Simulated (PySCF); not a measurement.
BHFBr, SMILES FBBr.

Geometry: B3LYP-D3(BJ)/def2-TZVP.

Method: HF/def2-TZVPD (PySCF).

Symmetry labels are those of the subgroup Cs that the program uses (full group Cs).

Computed valence orbital energies around the gap with their symmetry:
```csv
orbital,symmetry,energy (eV)
HOMO−7,A',-28.27
HOMO−6,A',-22.05
HOMO−5,A',-19.82
HOMO−4,A",-19.14
HOMO−3,A',-17.35
HOMO−2,A',-13.71
HOMO−1,A",-12.14
HOMO,A',-11.78
LUMO,A',1.18
LUMO+1,A',1.67
LUMO+2,A",1.77
LUMO+3,A',1.90
```
